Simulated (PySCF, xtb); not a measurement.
Si(Cl)(NH2) (ClH₂NSi), SMILES N[Si]Cl (connectivity only; charge and spin as stated), neutral, multiplicity 1. Atoms are numbered in the order given.

```xyz
5

Si     0.7403     0.5707     0.0000
Cl    -0.2083    -1.3288     0.0000
N     -0.6594     1.5469     0.0000
H     -1.6142     1.2157     0.0000
H     -0.5942     2.5547     0.0000
```

Geometry: B3LYP-D3(BJ)/def2-TZVP. One conformer was computed; it need not be the lowest.

Method: PySCF 2.14.0 with IEF-PCM-B3LYP/def2-SVP.

The values are the electrostatic part of the solvation free energy, E(continuum) − E(gas) at the gas-phase geometry, in a cavity of scaled van der Waals radii (PySCF's table); cavitation and dispersion terms are not included. In vacuum the orbital gap is 5.26 eV. The dipole moment in vacuum is 2.85 D.

Computed values in water (ε = 78.36), ethanol (ε = 24.85), dichloromethane (ε = 8.93):
```csv
solvent,ε,ΔG(elec) (kcal/mol),dipole (D),gap (eV)
water,78.36,-4.1,3.72,5.35
ethanol,24.85,-3.9,3.68,5.35
dichloromethane,8.93,-3.5,3.58,5.34
```

For comparison, GFN2-xTB/ALPB(water) (xtb, at the GFN2-xTB geometry, all terms of that model) gives -2.9 kcal/mol.
